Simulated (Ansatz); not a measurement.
`B[SiH](F)[SiH2][SiH3]` + NH₃ → `B[SiH](N)F` + `[SiH3][SiH3]`  (cleavage of the Si–Si bond)

Isolated molecules relaxed with PBE0-D4/def2-TZVP in Ansatz; ΔE leaves out vibrations. CCSD(T)/CBS is the MP2 limit (def2-TZVPP, def2-QZVPP) plus CCSD(T) − MP2 in def2-TZVPP, frozen cores. This one scheme is used for every species. One conformer a species, not always the lowest.

`B[SiH](F)[SiH2][SiH3]`:

Cartesian coordinates in Å:
```
B 1.471 -1.455 -1.041
Si -0.218 -1.692 -0.021
F -1.526 -1.888 -0.944
Si -0.500 0.279 1.242
Si -0.500 2.134 -0.182
H 2.496 -1.409 -0.425
H 1.516 -1.279 -2.221
H -0.153 -2.865 0.897
H 0.644 0.377 2.192
H -1.766 0.210 2.024
H 0.770 2.132 -0.961
H -1.638 2.046 -1.133
H -0.595 3.411 0.574
```

NH₃:

Cartesian coordinates in Å:
```
N 0.068 0.088 -0.259
H -0.365 0.823 0.286
H -0.584 -0.686 -0.284
H 0.881 -0.225 0.257
```

`B[SiH](N)F`:

Cartesian coordinates in Å:
```
B -0.691 -1.182 -0.865
Si -0.386 0.249 0.507
N 1.229 0.756 0.318
F -1.486 1.399 0.242
H -1.071 -2.284 -0.602
H -0.451 -0.951 -2.016
H -0.534 -0.107 1.940
H 1.758 1.181 1.061
H 1.632 0.939 -0.586
```

`[SiH3][SiH3]`:

```xyz
8

Si    0.519   -0.574   -0.877
Si   -0.519    0.574    0.877
H     0.589   -2.028   -0.571
H    -0.247   -0.389   -2.139
H     1.902   -0.063   -1.080
H     0.245    0.386    2.139
H    -1.903    0.066    1.077
H    -0.585    2.028    0.573
```

| species | CCSD(T)/CBS(def2) energy (Eh) |
| --- | --- |
| `B[SiH](F)[SiH2][SiH3]` | -996.64863 |
| NH₃ | -56.50880 |
| `B[SiH](N)F` | -471.43743 |
| `[SiH3][SiH3]` | -581.74359 |

Task: Work out ΔE.

Result: ΔE = (-471.43743) + (-581.74359) − (-996.64863) − (-56.50880) = -0.02359 Eh = -14.8 kcal/mol.

Task: What do rigid-rotor, harmonic-oscillator terms from PBE0-D4/def2-TZVP frequencies (298.15 K, 1 bar) make of the CCSD(T)/CBS value? (Best estimate.)

Result: The calculation gave: ΔZPE = -0.7 kcal/mol, ΔH = -16.4 kcal/mol, ΔS = -14 J/(mol·K), ΔG = -15.5 kcal/mol. Modes under 50 cm⁻¹ make the entropy rough.

Largest T1 diagnostic among the species: 0.014.

From BLYP to BHLYP (50 % exact exchange), in def2-TZVPP and without D4, ΔE moves by −3.2 kcal/mol. The D4 term adds +1.8 kcal/mol with B3LYP and +1.1 kcal/mol with PBE0; it sums over pairs of atoms, weighted by their polarisabilities, and B3LYP, whose exchange is more repulsive, gets the larger term. Leaving LDA and LC-ωPBE aside and taking each functional with its dispersion term where it has one, the values, not all of them listed here, spread over 6.9 kcal/mol, from CAM-B3LYP-D4 to PBE-D4. LDA lies −1.3 kcal/mol from PBE without D4.

B3LYP here is the variant with VWN-RPA as its local correlation; programs differ in this.
